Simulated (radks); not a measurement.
Results of a calculation; reference values are marked as such.
Numerical settings for the nickel ion Ni2+, [Ar] 3d8. Level of theory: scalar-relativistic Kohn-Sham, LDA (Slater exchange, Perdew-Wang correlation), spin-polarised, spherical densities, finite nucleus; open shells are filled with parallel spins first; Fermi nuclear charge, rms radius 3.7757 fm (a radial shooting solver on a logarithmic mesh with Libxc functionals). The defaults (mesh step 0.008 in ln r, mesh end at 40 bohr or more with all orbitals vanishing there, Anderson mixing 0.5 over 9 steps, residual threshold near 1e-9 with the energy settled to 1e-9 hartree or 1e-11 of itself, here a cap of 53 iterations) give E = -1517.0887 hartree and 3d at -27.627 eV in 15 iterations. Run on one thread of a shared host, so times are rough (Intel(R) Xeon(R) 6975P-C): 0.1 s of CPU time, 0.1 s wall, 15 iterations on 2189 mesh points. Changes against that run (0 stands for a change within the tolerance of the run):

| setting | iterations | converged | E (mhartree) | e(3d) (meV) | CPU (s) |
|---|---|---|---|---|---|
| mesh step in ln r 0.2 | 53 | no | diverged | - | 0.13 |
| mesh step in ln r 0.12 | 2 | no | diverged | - | 0 |
| mesh step in ln r 0.012 | 15 | yes | 0 | 0 | 0.07 |
| mesh end (bohr) 1 | 13 | level above zero | +5.69e+04 | +2.15e+05 | 0.06 |
| mesh end (bohr) 20 | 15 | yes | 0 | 0 | 0.1 |
| residual threshold 0.01 | 10 | yes | -0.000239 | -4.5 | 0.07 |
| residual threshold 0.001 | 10 | yes | -0.000239 | -4.5 | 0.08 |
| mixing 0.2 | 19 | yes | 0 | 0 | 0.12 |
| linear mixing, mixing 0.8 | 53 | no | +6.71e+03 | -6.96e+04 | 0.51 |
| linear mixing, mixing 1 | 53 | no | +2.44e+04 | -2.57e+05 | 0.73 |
| mixing history 2 | 23 | yes | 0 | 0 | 0.14 |
| iteration cap 2 | 2 | no | +1.05e+03 | -3.6e+04 | 0.02 |

Settled on a wrong energy, with an occupied level pushed above zero by the early mesh end: mesh end (bohr) 1 (+56.9 hartree). Apart from these: no run marked as converged misses the energy by more than 1 mhartree. A mesh that ends early acts as a hard wall.
